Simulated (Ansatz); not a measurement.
C2H6BFSi can be A, `C[C@H]1B[Si@@H]1F`, or B, `CC1[SiH2]B1F`.

Program: Ansatz. Geometries: PBE0-D4/def2-TZVP. ΔE: electronic, gas phase. CBS: MP2 limit from def2 TZ/QZ plus the TZ coupled-cluster correction, frozen cores. Functionals use def2-TZVPP. B3LYP here is the variant with VWN-RPA as its local correlation; programs differ in this.

A:

```xyz
11

C     0.4058    0.2275    1.3614
C     0.2869   -0.7699    0.2480
B    -0.8067   -1.0444   -0.6931
Si   -0.6536    0.7184   -1.3167
F    -0.4548    1.0202   -2.8741
H     0.2859   -0.3177    2.3048
H    -0.3825    0.9844    1.3532
H     1.3818    0.7190    1.4007
H     1.0989   -1.5024    0.2637
H    -0.9626   -1.9935   -1.3951
H    -0.1990    1.9584   -0.6527
```

B:

```xyz
11

C    -0.562    0.525    1.347
C     0.264    0.339    0.097
Si   -0.006   -0.501   -1.682
B     1.245   -0.765   -0.226
F     1.895   -1.670    0.473
H    -0.883   -0.436    1.751
H    -1.458    1.121    1.154
H     0.013    1.030    2.128
H     0.566    1.282   -0.380
H    -1.106   -1.471   -1.933
H     0.030    0.546   -2.729
```

Which is lower in electronic energy at CCSD(T)/CBS, and by how much? (Best estimate.)

The calculation gave: B, by 1.1 kcal/mol.

Give E(B) − E(A) in kcal/mol with B3LYP, CCSD/def2-TZVPP, MP2/def2-TZVPP, PBE-D4, B3LYP-D4, PBE0-D4, CCSD(T)/def2-TZVPP. (Estimate.)

Computed: B3LYP -1.9, CCSD/def2-TZVPP -2.9, MP2/def2-TZVPP -0.9, PBE-D4 -1.9, B3LYP-D4 -1.1, PBE0-D4 -3.7, CCSD(T)/def2-TZVPP -1.7. None reverses the order clearly.

Largest T1 diagnostic: 0.013.

The D4 term adds +0.8 kcal/mol with B3LYP and +0.4 kcal/mol with PBE0; it sums over pairs of atoms, weighted by their polarisabilities, and B3LYP, whose exchange is more repulsive, gets the larger term. From PBE to PBE0 (25 % exact exchange), in def2-TZVPP and without D4, E(B) − E(A) moves by −1.7 kcal/mol.
